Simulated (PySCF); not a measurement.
**Relaxation of sextet IrF₄**

Method: UPBE0 in PySCF with Ir def2-SVP with ECP60, F def2-SVP; scalar-relativistic core potentials, no spin–orbit coupling; density-fitted integrals. A (50,194) grid was used.

A start displaced from a saddle point along its imaginary mode, of D2d symmetry, held to at least that symmetry:

```xyz
5
charge 0 multiplicity 6, angstrom
Ir    0.0000    0.0000    0.0000
F     1.9487    0.0000   -0.1200
F     0.0000    1.9487    0.1200
F    -1.9487    0.0000   -0.1200
F     0.0000   -1.9487    0.1200
```

Optimiser trace:
| step | E − E(last) (kJ/mol) | largest gradient (Eh/bohr) |
| --- | --- | --- |
| 0 | 141.83 | 0.00460 |
| 1 | 129.47 | 0.00768 |
| 2 | 105.77 | 0.00850 |
| 3 | 77.50 | 0.01230 |
| 4 | 33.67 | 0.01331 |
| 5 | 10.62 | 0.00491 |
| 6 | 6.98 | 0.01409 |
| 7 | 1.77 | 0.00304 |
| 8 | 0.46 | 0.00049 |
| 9 | 0.01 | 0.00057 |
| 10 | 0.00 | 0.00001 |

It ends at D2d with Ir–F 1.926 Å (×4); F–Ir–F 109.5° (×6) (after a last refinement on a finer grid). The frequency run here used a shortcut that can spoil soft modes, so no verdict on minimum or saddle point is given. Other isomers or separated fragments may lie lower.

Final geometry:
```xyz
5
charge 0 multiplicity 6, angstrom
Ir    0.0000    0.0000    0.0000
F     1.5720    0.0000   -1.1130
F     0.0000    1.5720    1.1130
F    -1.5720    0.0000   -1.1130
F     0.0000   -1.5720    1.1130
```

With open d or f shells other occupations or spin states may lie lower. At this level a quartet minimum of D4h symmetry lies 258 kJ/mol below this structure. No spin–orbit coupling is included, which matters more the heavier the element.

The relaxation took of the order of 70 core-seconds on a shared host.
